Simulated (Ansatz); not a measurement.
Born–Oppenheimer molecular dynamics of C₂H₈FNSi (13 atoms, charge 0, multiplicity 1). It starts from a relaxed structure.

The calculation used Ansatz 0.2.0, RKS PBE0/6-31G.

```yaml
ensemble: NVT, Langevin thermostat
time_step: 0.5 fs
steps_asked: 100
set_temperature: 3000 K
friction: 0.05 /fs
seed: 513026
```

First frame:

```xyz
13
Properties=species:S:1:pos:R:3
Si 0.012 -0.049 0.026
N 0.033 -0.088 1.768
C -1.147 -0.433 2.549
H -1.899 -0.902 1.908
H -0.882 -1.146 3.342
H -1.601 0.449 3.022
C 1.148 0.437 2.544
H 1.438 -0.278 3.326
H 2.015 0.599 1.896
H 0.900 1.392 3.030
H 1.427 -0.173 -0.443
F -0.565 1.405 -0.659
H -0.940 -1.106 -0.439
```

**Question.** How far do the bonds stretch over the last three quarters of this one trajectory? (Pairs bonded in most of those frames.)

**Answer.** 
```
   bond  mean (Å)  spread (Å)  shortest  longest
 Si1–N2     1.799       0.070      1.71     1.90
Si1–H11     1.615       0.217      1.21     1.96
Si1–F12     1.733       0.046      1.64     1.78
Si1–H13     1.524       0.103      1.36     1.72
  N2–C3     1.503       0.118      1.35     1.67
  N2–C7     1.576       0.079      1.43     1.69
  C3–H4     1.156       0.094      0.99     1.33
  C3–H5     1.107       0.054      1.03     1.22
  C3–H6     1.113       0.059      1.01     1.21
  C7–H8     1.121       0.066      1.01     1.24
  C7–H9     1.149       0.073      1.02     1.30
 C7–H10     1.137       0.100      0.95     1.28
```

Mean temperature of the second half: 2808 K. A run of 0.05 ps of so small a system gives no equilibrium averages. Limits of this set-up: no polarisation functions.

Time of the run: 6.1 min on 1 thread of Arm Neoverse V2, on a shared host, peak memory 0.14 GiB.
